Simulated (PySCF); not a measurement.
## Correlation energy of Cd+ (cadmium, charge +1)

[Kr] 4d9 5s2, 2D determinant (an excited configuration). Calculation: PySCF 2.14, in x2c-TZVPPall (8s6p6d2f1g, 79 functions); the spin-free X2C one-electron Hamiltonian (Gaussian nucleus). Frozen: [Kr]; 11 electrons correlated.

MP2 pair energies summed by pair of shells (mhartree):

```json
{"pair": "4d-4d", "energy": "-278.65", "share (%)": "74.3"}
{"pair": "4d-5s", "energy": "-74.61", "share (%)": "19.9"}
{"pair": "5s-5s", "energy": "-21.80", "share (%)": "5.8"}
```

Total MP2 correlation energy: -375.07 mhartree.

Same-spin part -133.09 and opposite-spin part -241.98 mhartree; SCS-MP2 scales them by 1/3 and 6/5 to -334.74 mhartree.
